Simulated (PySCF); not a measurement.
C2H10O2Si2. Atoms are numbered in the order given.

```xyz
16

O     -3.3846    -0.4254    -0.0826
Si    -1.7973    -0.3365     0.4272
C     -0.7583     0.7139    -0.7407
C      0.6430     1.0769    -0.2313
Si     1.8356    -0.3646    -0.0048
O      3.3847     0.1765     0.3029
H     -3.5661    -0.9895    -0.8389
H     -1.8344     0.2952     1.7764
H     -1.2019    -1.7089     0.5344
H     -1.3468     1.6267    -0.9427
H     -0.6916     0.1839    -1.7086
H      1.1304     1.7828    -0.9292
H      0.5828     1.6146     0.7318
H      1.4735    -1.1954     1.1764
H      1.7893    -1.2136    -1.2422
H      3.8194     0.6661    -0.4006
```

Geometry: PBE0-D3(BJ)/def2-SVP. The structure was generated by enumeration, and PubChem lists no compound with its InChIKey, so it may never have been made. One conformer was computed; it need not be the lowest.

These are PBE/def2-TZVP run with PySCF values and carry that method's errors.

ESP charges are fitted to the potential on shells at 1.4 to 2.0 van der Waals radii. Atomic charges (e):

```
atom  ESP fit  Löwdin
----  -------  ------
O1      -0.64   -0.12
Si2      0.51     [?]
C3      -0.27   -0.42
C4      -0.24   -0.42
Si5      0.51     [?]
O6      -0.64   -0.12
H7       0.41     [?]
H8      -0.07   -0.03
H9      -0.14   -0.04
H10      0.11     [?]
H11      0.08     [?]
H12      0.08     [?]
H13      0.09     [?]
H14     -0.07   -0.03
H15     -0.13   -0.04
H16      0.41     [?]
```

Problem. Complete the blanks. (An estimate is asked for; the answer gives what the named calculation found.)

Solution. 
- Si2, Löwdin: 0.15
- Si5, Löwdin: 0.14
- H7, Löwdin: 0.17
- H10, Löwdin: 0.15
- H11, Löwdin: 0.14
- H12, Löwdin: 0.14
- H13, Löwdin: 0.15
- H16, Löwdin: 0.17

Computed Mayer and Wiberg (Löwdin basis) orders of the bonds:
```tsv
bond	Mayer	Wiberg
O1–Si2	1.20	1.69
Si2–C3	0.98	1.15
C3–C4	0.94	1.28
C4–Si5	0.97	1.15
Si5–O6	1.20	1.69
O1–H7	0.89	1.03
Si2–H8	0.94	0.92
Si2–H9	0.92	0.91
C3–H10	0.92	0.83
C3–H11	0.93	0.84
C4–H12	0.92	0.83
C4–H13	0.94	0.84
Si5–H14	0.94	0.92
Si5–H15	0.92	0.92
O6–H16	0.89	1.03
```
